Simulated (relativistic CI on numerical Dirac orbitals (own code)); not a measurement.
What each ingredient does to the levels of Pr¹⁷⁺

Base calculation: Dirac-Coulomb-Breit CI, orbitals from a KLI potential per configuration, model QED (radiative potential, 1s self-energy scaled to tabulated hydrogen-like ionisation energies), unscaled Slater integrals.

Configuration list (outside the closed core [Ar] 3d10): 4s2.4p6.4d6, 4s2.4p5.4d7, 4s2.4p6.4d5.4f, 4s2.4p4.4d8, 4s.4p6.4d7, 4s2.4p6.4d5.5s, 4p6.4d8, 4s2.4p6.4d5.5p, 4s.4p6.4d6.4f, 4s2.4p6.4d4.5s2, 4s2.4p6.4d5.5d, 4s2.4p6.4d4.5p2, 4s2.4p6.4d5.6s, 4s2.4p6.4d5.6d. Levels of other configurations are missing.

Variants: (1) QED terms removed; (2) non-relativistic limit. Shifts of the energy above 4s2.4p6.4d6 5D_4, in cm⁻¹, for the lowest level and the first level of each name with at least 55 % of one term (blank where a level changes its place among those of its configuration and J or its character, or is not in the variant):

```tsv
Level	Base	Δ(1)	Δ(2)
4s2.4p6.4d6 5D_4	0	0	0
4s2.4p6.4d6 5D_3	21423	-79	-21423
4s2.4p6.4d6 5D_0	27306	-51	-27306
4s2.4p6.4d6 5D_1	28762	-83	-28761
4s2.4p6.4d6 3H_6	56623	-63	-13214
4s2.4p6.4d6 3F_2	63821	-74	-20065
4s2.4p6.4d6 1S_0	75487	-113	
4s2.4p6.4d6 3D_1	81929	-95	
4s2.4p6.4d6 3D_2	83068	-91	-21567
4s2.4p6.4d6 3G_4	84530	-110	-33557
4s2.4p6.4d6 3D_3	90884	-120	
4s2.4p6.4d6 3P_0	94936	-35	
4s2.4p6.4d6 1I_6	101354	-149	-35963
4s2.4p6.4d6 3P_1	104831	-200	
4s2.4p6.4d6 3F_4	135595	-160	
4s2.4p6.4d6 3P_2	155704	-213	
4s2.4p5.4d7 5G°_6	819489	+319	-37337
4s2.4p5.4d7 3D°_3	841201	+298	
4s2.4p5.4d7 5G°_5	856689	+238	
4s2.4p5.4d7 3H°_6	877409	+233	-58807
```

At this charge energies of transitions that change n are usually good to better than 1 %, and those within a shell (Δn = 0) to a few per cent. Terms inside the open d or f shell come out 10 to 20 % too wide with unscaled integrals.

Ionisation energy from the two ground configurations alone: base 477.714 eV. The NIST ASD value (theoretical) is 478 eV.

LS names give the leading component of a level, which can be under half, so a name can repeat, a term be missing and a line seem to break the LS rules.
